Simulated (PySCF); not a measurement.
A side-by-side comparison of computed properties.

First species: C7H10O3.
SMILES with atom numbers: `[CH3:1][C:2](=[O:3])[O:4][C:5](=[O:6])[CH2:7][CH:8]1[CH2:9][CH2:10]1` (hydrogens: H11, H12, H13 on C1; H14, H15 on C7; H16 on C8; H17, H18 on C9; H19, H20 on C10)

Second species: C7H6F3PS.
Numbering: `[CH3:1][S:2][c:3]1[cH:4][cH:5][c:6]([C:7]([F:8])([F:9])[F:10])[p:11][cH:12]1` (hydrogens: H13, H14, H15 on C1; H16 on C4; H17 on C5; H18 on C12)

Cartesian coordinates in Å at the GFN2-xTB level; atoms count from 1:
```
atom  x, y, z in Å
C1    -3.5581    0.8670    0.5052
S2    -2.7031   -0.2728   -0.6187
C3    -0.9966   -0.1265   -0.1983
C4    -0.1498   -0.9360   -0.9636
C5     1.2140   -0.9615   -0.7887
C6     1.8735   -0.1903    0.1605
C7     3.3597   -0.3112    0.2435
F8     3.9776    0.0402   -0.9008
F9     3.7693   -1.5669    0.5074
F10    3.8776    0.4664    1.2078
P11    1.1216    0.9166    1.2701
C12   -0.5330    0.7115    0.7963
H13   -4.6106    0.7837    0.2527
H14   -3.2198    1.8850    0.3349
H15   -3.4034    0.5619    1.5361
H16   -0.5987   -1.5615   -1.7202
H17    1.8083   -1.6119   -1.4163
H18   -1.2373    1.3124    1.3537
```

Levels: PBE0/pcSseg-1 for dipole moment, HOMO energy, LUMO energy and HOMO–LUMO gap; GFN2-xTB for rotational constant A and rotational constant C. Geometries: GFN2-xTB. All species are isolated and taken at one optimised geometry, non-relativistic unless stated; the electronic structure was computed with PySCF and density fitting.

The conformers computed, where there is a choice (atom-mapped SMILES and torsion angles):
- `[CH3:1][C:2](=[O:3])[O:4][C:5](=[O:6])[CH2:7][CH:8]1[CH2:9][CH2:10]1`: C1–C2–O4–C5 165°, C2–O4–C5–O6 -18°, O4–C5–C7–C8 -76°, C5–C7–C8–C9 -77°
- `[CH3:1][S:2][c:3]1[cH:4][cH:5][c:6]([C:7]([F:8])([F:9])[F:10])[p:11][cH:12]1`: C1–S2–C3–C4 180°, C5–C6–C7–F8 61°

Values for the first species:

* Dipole moment: 4.21 D
* HOMO energy: -7.65 eV
* LUMO energy: -0.74 eV
* HOMO–LUMO gap: 6.91 eV
* Rotational constant A: 2.719 GHz
* Rotational constant C: 0.669 GHz

(1) Estimate the same properties for the second species, and the change in each.

Results:

(1) 
```json
{"property": "dipole moment", "first": "4.21 D", "second": "4.27 D", "second less first": "+0.06 D"}
{"property": "HOMO energy", "first": "-7.65 eV", "second": "-6.79 eV", "second less first": "+0.86 eV"}
{"property": "LUMO energy", "first": "-0.74 eV", "second": "-2.09 eV", "second less first": "-1.35 eV"}
{"property": "HOMO–LUMO gap", "first": "6.91 eV", "second": "4.70 eV", "second less first": "-2.21 eV"}
{"property": "rotational constant A", "first": "2.719 GHz", "second": "1.942 GHz", "second less first": "-0.777 GHz"}
{"property": "rotational constant C", "first": "0.669 GHz", "second": "0.311 GHz", "second less first": "-0.358 GHz"}
```

On the first: A dipole of 4.21 D is allowed in C1, and pure rotational transitions are dipole-allowed. In atomic units the dipole is 1.66 e·bohr (1 au = 2.5417 D).

On the second: The dipole matches unit charges of opposite sign 0.89 Å apart (1 e·Å = 4.8032 D).
